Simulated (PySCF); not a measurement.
Molecule: C7H8N, net charge 0, doublet state. It need not be the lowest isomer of its formula. SMILES: n1c(C)c[c]cc1C
Geometry from a B3LYP-D3(BJ)/def2-TZVP (Ansatz) optimisation:
```
N
C 1 1.3327
C 1 1.3327 2 120.30
C 2 1.4062 1 122.01 3 0.00
C 4 1.3654 2 115.54 1 0.00
C 5 1.3654 4 124.60 2 0.00
H 6 1.0818 5 123.67 4 -180.00
H 4 1.0818 5 123.67 6 180.00
C 3 1.5023 1 116.92 2 180.00
H 9 1.0892 3 111.69 1 -180.00
H 9 1.0914 10 108.89 3 -121.72
H 9 1.0914 10 108.89 11 -116.57
C 2 1.5023 1 116.92 3 180.00
H 13 1.0892 2 111.69 1 180.00
H 13 1.0914 14 108.89 2 -121.72
H 13 1.0914 14 108.89 15 -116.57
```
Charge 0, spin multiplicity 2.

Dispersion corrections to the total energy (kcal/mol) from the dftd3 and dftd4 libraries through PySCF: D3(BJ) without and D4 with the three-body term, each with the damping fitted for the functional named.

| functional | D3(BJ) | D4 |
|---|---|---|
| B3LYP | -16.39 | -15.33 |
| TPSSh | -11.07 | -11.86 |
| BLYP | -20.11 | -21.38 |
| BHLYP | [?] | -10.81 |
| PW6B95 | -4.71 | [?] |
| HSE06 | -6.27 | -7.52 |
| B2PLYP | -7.50 | [?] |

Task: What belongs in the gaps?

Result: 
- BHLYP, D3(BJ): -12.60
- PW6B95, D4: -8.30
- B2PLYP, D4: -6.75
